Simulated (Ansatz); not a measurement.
Ideal-gas functions of `Cl[SiH2][GeH3]` at 600 K and 1 bar, from an Ansatz frequency run at PBE0-D4/def2-TZVP.

Molar mass 141.19 g/mol, point group Cs (symmetry number 1), electronic degeneracy 1, moments of inertia 50.185, 347.531, 385.513 u Å². Harmonic wavenumbers (cm⁻¹, unscaled): 90, 108, 344, 348, 462, 549, 558, 698, 768, 830, 878, 883, 938, 2145, 2159, 2163, 2229, 2240.

Use S(trans) = R[1.5 ln M + 2.5 ln T − 1.1517]; rotational temperatures θ = 24.2544 K / I; S(rot) = R[ln(√π/σ · √(T³/θAθBθC)) + 1.5]; for each mode x = 1.438777 ν̃/T, S = R[x/(eˣ − 1) − ln(1 − e⁻ˣ)] and H = RT x/(eˣ − 1); 1 cm⁻¹ = 0.0119627 kJ/mol; R = 8.31446 J/(mol·K).

Problem. By hand: the entropy, in J/(mol·K).

Solution. Translation 185.1. Rotation: θ = 0.4833, 0.0698, 0.0629 K, giving 122.6. Vibration, mode by mode: 21.08, 19.57, 10.15, 10.06, 7.88, 6.60, 6.49, 4.94, 4.32, 3.84, 3.51, 3.47, 3.13, 0.30, 0.29, 0.29, 0.25, 0.25, in all 106.4. Electronic 0.0. Sum 414.1 J/(mol·K).

Problem. By hand: H − E and G − E in kJ/mol, counted from the electronic energy.

Solution. Zero-point energy ½ × 18390 × 0.0119627 = 110.0; thermal vibration 32.9; translation, rotation and pV give 4 RT = 20.0. H − E = 162.9 kJ/mol, and G − E = 162.9 − 600 × 414.1/1000 = -85.6 kJ/mol.

Vibration gives 26 % of the entropy, 40.6 J/(mol·K) of it from the modes under 150 cm⁻¹: soft modes count most, and the harmonic formula is weakest for them.
